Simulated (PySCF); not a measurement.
**Do core-level shifts follow atomic charges?**

Compound: C5H6F2O.
Structure used (PBE0-D3(BJ)/def2-SVP), in Å, numbered top down from 1:
```
atom  x, y, z in Å
C1     1.8151    0.7139    0.7563
C2     1.0568   -0.2388    0.2421
C3     0.9157   -1.4266   -0.6038
C4    -0.2874   -0.7957    0.0582
O5    -1.2113   -0.1682   -0.7838
C6    -1.8596    0.8803   -0.2220
F7    -1.0807    1.9833   -0.2050
F8    -2.9225    1.1444   -0.9808
H9     1.3754    1.5208    1.3490
H10    2.8959    0.7327    0.5892
H11    1.2440   -2.4088   -0.2462
H12    0.9964   -1.2808   -1.6870
H13   -0.7542   -1.3408    0.8918
H14   -2.1827    0.6809    0.8182
```

Binding energies: delta-SCF UKS SCAN, pcX-2 on the ionised atom, pcseg-1 elsewhere, spin-free X2C in PySCF. Charges: PBE0/pcSseg-1 ground-state density, for the ionised atom.

```
atom                      environment  C 1s (eV)  Mulliken (e)  IAO (e)  Hirshfeld (e)  ESP (e)
  C1             terminal =CH2 carbon     290.60        -0.102   -0.299         -0.092   -0.488
  C2  fully substituted alkene carbon     290.90        -0.223   -0.018         -0.021   +0.169
  C3                   allylic carbon     291.20        -0.155   -0.296         -0.086   -0.400
  C4       sp3 carbon bound to oxygen     292.71        +0.018   +0.040         +0.024   -0.016
  C6                      CHF2 carbon     297.18        +0.687   +0.617         +0.202   +0.452
```

Problem. Give the correlation coefficient and slope of binding energy on charge for each scheme.

Solution. Mulliken: r = 0.98, slope 7.3 eV per e; Hirshfeld: r = 0.97, slope 22.1 eV per e; IAO: r = 0.95, slope 6.9 eV per e; ESP: r = 0.77, slope 5.4 eV per e. On 5 points no scheme stands out.

Problem. The point-charge model writes a binding energy as kq + V + constant, with V the potential of the other atoms' charges at the site. What does it give with the Hirshfeld charges?

Solution. V = Σ 14.40 eV Å × q/r over all other atoms: +1.15 eV at C1, -0.31 eV at C2, +1.35 eV at C3, -0.50 eV at C4, -2.71 eV at C6. Fitting binding energy − V to q gives k = 35.5 eV per e and leaves an rms residual of 0.34 eV, against 0.60 eV for the fit on q alone. The model has no term for differences in relaxation between sites.

One conformer (not necessarily the lowest) at the PBE0-D3(BJ)/def2-SVP geometry, without solvent, vibrations or thermal averaging.
